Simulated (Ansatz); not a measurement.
Consider the ligand exchange at the Hf–C bond: `[F][Hf]([F])([F])[c]1ccccc1` + HI → `[F][Hf]([F])([F])[I]` + `c1ccccc1`.

Isolated molecules relaxed with PBE0-D4/def2-TZVP in Ansatz; ΔE leaves out vibrations. CBS: MP2 limit from def2 TZ/QZ plus the TZ coupled-cluster correction, frozen cores. Elements past krypton have def2 core potentials. For Hf, I outer-core shells are correlated without core-valence functions, which leaves a few kJ/mol of doubt a bond. Each species was taken in one conformer, which may not be the lowest.

`[F][Hf]([F])([F])[c]1ccccc1`:

Z-matrix (Å, degrees):
```
Hf
F 1 1.902
F 1 1.902 2 110.6
C 1 3.156 2 95.2 3 -97.2
F 1 1.903 2 112.8 3 127.4
C 1 3.161 2 117.0 3 -138.1
C 1 2.197 2 107.2 3 -116.5
C 4 1.386 1 158.0 2 -123.8
H 4 1.088 1 83.8 2 56.1
C 6 1.387 1 157.7 2 68.1
H 6 1.087 1 83.9 2 -111.9
C 8 1.388 4 119.8 1 -0.1
H 8 1.084 4 120.1 1 179.9
H 10 1.084 6 120.1 1 -179.9
H 12 1.084 8 120.0 4 180.0
```

HI:

```xyz
2

I    -0.210   -0.776   -0.034
H     0.210    0.776    0.034
```

`[F][Hf]([F])([F])[I]`:

Cartesian coordinates in Å:
```
F -1.909 -0.334 0.161
Hf -0.074 0.103 0.076
F 0.105 1.789 -0.755
F 0.597 0.226 1.837
I 1.281 -1.785 -1.319
```

`c1ccccc1`:

Cartesian coordinates in Å:
```
C -0.826 -0.353 -1.057
C -1.045 0.834 -0.372
C -0.218 1.187 0.685
C 0.826 0.353 1.057
C 1.045 -0.834 0.372
C 0.218 -1.187 -0.685
H -1.472 -0.628 -1.883
H -1.861 1.486 -0.663
H -0.388 2.114 1.221
H 1.472 0.628 1.883
H 1.861 -1.486 0.663
H 0.388 -2.114 -1.221
```

```csv
species,CCSD(T)/def2-SVP energy (Eh)
`[F][Hf]([F])([F])[c]1ccccc1`,-577.40495
HI,-297.37578
`[F][Hf]([F])([F])[I]`,-643.45035
`c1ccccc1`,-231.39110
```

Question: Work out ΔE.

Answer: ΔE = (-643.45035) + (-231.39110) − (-577.40495) − (-297.37578) = -0.06072 Eh = -1.65 eV. CCSD(T)/CBS gives -1.88 eV.

Largest T1 diagnostic among the species: 0.015.

From PBE to PBE0 (25 % exact exchange), in def2-TZVPP and without D4, ΔE moves by −0.07 eV. The D4 term adds +0.06 eV with B3LYP and +0.04 eV with PBE0; it sums over pairs of atoms, weighted by their polarisabilities, and B3LYP, whose exchange is more repulsive, gets the larger term. At CCSD(T), def2-SVP lies +0.22 eV from the extrapolated value and def2-TZVPP +0.07 eV.

B3LYP here is the variant with VWN-RPA as its local correlation; programs differ in this.
